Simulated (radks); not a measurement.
Lu, 71 electrons, occupied as [Xe] 4f13.5 5d1 6s2 6p0.5 (fractional occupations, a model configuration). Calculated with a radial shooting solver on a logarithmic mesh with Libxc functionals: Dirac Kohn-Sham, PBE, spin-unpolarised, spherical densities, point nucleus; open shells are shared between the two j in proportion to 2j + 1. Some entries of the table are withheld. Estimate them.

orbital      occ.  eigenvalue (eV)  <r^2> (bohr^2)
1s1/2           2        -63169.70             (1)
2s1/2           2        -10750.69        0.007859
2p1/2           2        -10260.16        0.005641
2p3/2           4        -9142.576        0.006851
3s1/2           2        -2440.902         0.05158
3p1/2           2        -2224.182         0.04753
3p3/2           4        -1985.818         0.05424
3d3/2           4        -1618.474         0.04236
3d5/2           6        -1566.446         0.04421
4s1/2           2        -490.4695          0.2578
4p1/2           2        -402.2450          0.2677
4p3/2           4        -347.9304          0.3046
4d3/2           4              (2)          0.3387
4d5/2           6              (3)          0.3531
5s1/2           2              (4)           1.522
5p1/2           2              (5)           1.919
5p3/2           4              (6)           2.258
4f5/2     5.78571              (7)          0.6378
4f7/2     7.71429              (8)          0.6666
6s1/2           2          -5.5419           13.71
5d3/2         0.4          -3.5653           7.447
5d5/2         0.6          -3.1443           8.212
6p1/2    0.166667          -2.1030           25.46
6p3/2    0.333333          -1.7015           30.58

Answer. 
(1) 1s1/2 <r^2> (bohr^2): 0.0005120
(2) 4d3/2 eigenvalue (eV): -202.9910
(3) 4d5/2 eigenvalue (eV): -193.0608
(4) 5s1/2 eigenvalue (eV): -64.5820
(5) 5p1/2 eigenvalue (eV): -39.9044
(6) 5p3/2 eigenvalue (eV): -32.7752
(7) 4f5/2 eigenvalue (eV): -15.5247
(8) 4f7/2 eigenvalue (eV): -13.9625
